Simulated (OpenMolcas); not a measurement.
## Predicting a hybrid from its neighbours: CH3I (methyl iodide)

CH3I has 5 atoms, charge 0, and is taken as a singlet. As SMILES, `CI`. The coordinates come from a PBE0-D4/def2-TZVP relaxation.

The vertical energy of the triplet above the singlet y, in eV, basis def2-SVPD with a core potential; a is the functional's share of exact exchange. Programs: OpenMolcas 26.06.

```
functional     program     a  y (eV)
      BLYP  OpenMolcas     0    4.45
       PBE  OpenMolcas     0    4.43
     B3LYP  OpenMolcas   0.2    4.53
      PBE0  OpenMolcas  0.25       ?
     BHLYP  OpenMolcas   0.5    4.56
```

Fit y = c + s·a to the known rows and predict PBE0.


1. Means of the 4 rows: a = 0.1750, y = 4.492.
2. Σ(Δa)² = 0.1675, Σ(Δa·Δy) = 0.04125, so the slope is 0.04125/0.1675 = 0.24627.
3. Intercept: 4.492 − (0.24627) × 0.1750 = 4.449. The largest residual of the fit is 0.032.
4. PBE0: 4.449 + (0.24627) × 0.25 = 4.51 eV.

The run gave 4.50 eV, so the prediction is off by +0.01 eV, within the scatter of the fit. Spin-orbit coupling is left out.
